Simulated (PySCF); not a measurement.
Method: UPBE/[Rh def2-SVP with ECP28, Cl def2-SVP], scalar-relativistic core potentials, density fitting, no spin–orbit coupling, PySCF.

```xyz
3
charge 0 multiplicity 4, angstrom
Rh    0.0000    0.0000    0.0000
Cl    0.0000    0.0000    2.2312
Cl    0.0000    0.0000   -2.2312
```

RhCl2 (quartet), along the line from Rh1 (at 0) through Cl2 (at 2.231 Å). Core electrons replaced by a potential are absent, the electrostatic potential uses the reduced nuclear charge, and values within about 0.7 Å of such atoms have no physical meaning.

Tabulate the fields along this line at 0.78, 1.00, 1.23, 1.45, 1.67, 1.90, 2.12, 2.45, 2.68, 2.90, 3.12, 3.35, 3.57 Å.


```json
{"distance (Å)": "0.78", "electron density (e/Å³)": "1.83", "spin density (e/Å³)": "0.36", "electron localisation function": "0.437", "electrostatic potential (V)": "36"}
{"distance (Å)": "1.00", "electron density (e/Å³)": "0.725", "spin density (e/Å³)": "0.0674", "electron localisation function": "0.19", "electrostatic potential (V)": "17.7"}
{"distance (Å)": "1.23", "electron density (e/Å³)": "0.753", "spin density (e/Å³)": "-0.00115", "electron localisation function": "0.534", "electrostatic potential (V)": "14.2"}
{"distance (Å)": "1.45", "electron density (e/Å³)": "1.31", "spin density (e/Å³)": "-0.0102", "electron localisation function": "0.825", "electrostatic potential (V)": "23.9"}
{"distance (Å)": "1.67", "electron density (e/Å³)": "2", "spin density (e/Å³)": "-0.0021", "electron localisation function": "0.356", "electrostatic potential (V)": "60.8"}
{"distance (Å)": "1.90", "electron density (e/Å³)": "9.02", "spin density (e/Å³)": "-0.00118", "electron localisation function": "0.379", "electrostatic potential (V)": "181"}
{"distance (Å)": "2.12", "electron density (e/Å³)": "187", "spin density (e/Å³)": "0.154", "electron localisation function": "0.453", "electrostatic potential (V)": "1180"}
{"distance (Å)": "2.45", "electron density (e/Å³)": "49.2", "spin density (e/Å³)": "0.0145", "electron localisation function": "0.858", "electrostatic potential (V)": "373"}
{"distance (Å)": "2.68", "electron density (e/Å³)": "2.75", "spin density (e/Å³)": "0.0331", "electron localisation function": "0.0933", "electrostatic potential (V)": "101"}
{"distance (Å)": "2.90", "electron density (e/Å³)": "1.52", "spin density (e/Å³)": "0.04", "electron localisation function": "0.777", "electrostatic potential (V)": "35.4"}
{"distance (Å)": "3.12", "electron density (e/Å³)": "0.731", "spin density (e/Å³)": "0.0211", "electron localisation function": "0.873", "electrostatic potential (V)": "12.7"}
{"distance (Å)": "3.35", "electron density (e/Å³)": "0.296", "spin density (e/Å³)": "0.00848", "electron localisation function": "0.792", "electrostatic potential (V)": "4.61"}
{"distance (Å)": "3.57", "electron density (e/Å³)": "0.122", "spin density (e/Å³)": "0.00322", "electron localisation function": "0.623", "electrostatic potential (V)": "1.59"}
```

On a grid of 0.11 Å the density has a local minimum along the bond near 1.12 Å from Rh, at 0.66 e/Å³, where the ELF is 0.27.

Open d and f shells are described by one determinant, and the ground state may have another occupation or spin.
